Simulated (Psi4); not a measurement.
Dimer: CH4 (SMILES C) (first 5 atoms) with COS (SMILES O=C=S); geometry from B3LYP-D3(BJ)/def2-TZVP, rigid monomers moved along the line of their centres of mass till C1···C7 is 6.36 Å.
(charge 0, multiplicity 1):
```xyz
8

C     -0.0497     0.0269     0.1932
H      0.1477    -1.0024     0.4896
H     -0.9991     0.3523     0.6157
H      0.7513     0.6674     0.5596
H     -0.0960     0.0891    -0.8931
O     -1.2324     0.1917     6.3742
C     -0.1569    -0.1950     6.5436
S      1.2967    -0.7178     6.7731
```

The numbers are results of Psi4 1.11 with SAPT0/jun-cc-pV(D+d)Z, not measurements.

Q: Give the four SAPT terms and the total, and say what mostly holds the pair together.

A: electrostatics 0.0, exchange 0.0, induction 0.0, dispersion -0.1, total -0.2 kJ/mol; the largest attraction is dispersion.
